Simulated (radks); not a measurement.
Results of a calculation; reference values are marked as such.
Valence configurations of Te I (all share [Kr]). Code: a radial shooting solver on a logarithmic mesh with Libxc functionals. Model: scalar-relativistic Kohn-Sham, LDA (Slater exchange, Perdew-Wang correlation), spin-unpolarised, spherical densities, finite nucleus; Fermi nuclear charge, rms radius 4.7423 fm. Energies are relative to 4d10 5s2 5p4; eigenvalues in eV.

\begin{tabular}{lrrrr}
valence & E (eV) & e(4d) & e(5p) & e(5s) \\ \hline
4d10 5s2 5p4 & 0.000 & -41.701 & -6.111 & -15.356 \\
4d10 5s1.5 5p4.5 & 4.650 & -42.375 & -6.387 & -15.742 \\
4d10 5s1 5p5 & 9.354 & -43.033 & -6.653 & -16.115 \\
4d10 5s0.5 5p5.5 & 14.111 & -43.677 & -6.912 & -16.476 \\
4d10 5p6 & 18.918 & -44.308 & -7.163 & - \\
4d9 5s2 5p5 & 38.162 & -47.923 & -7.160 & -17.182 \\
4d9 5s1 5p6 & 48.281 & -49.172 & -7.669 & -17.883 \\
4d8 5s2 5p6 & 81.508 & -54.152 & -8.188 & -18.939 \\
\end{tabular}

NIST lists [Kr] 4d10 5s2 5p4 as the ground configuration; this level of theory agrees among the configurations tried. The energies are those of spherical spin-averaged densities, not of single terms.
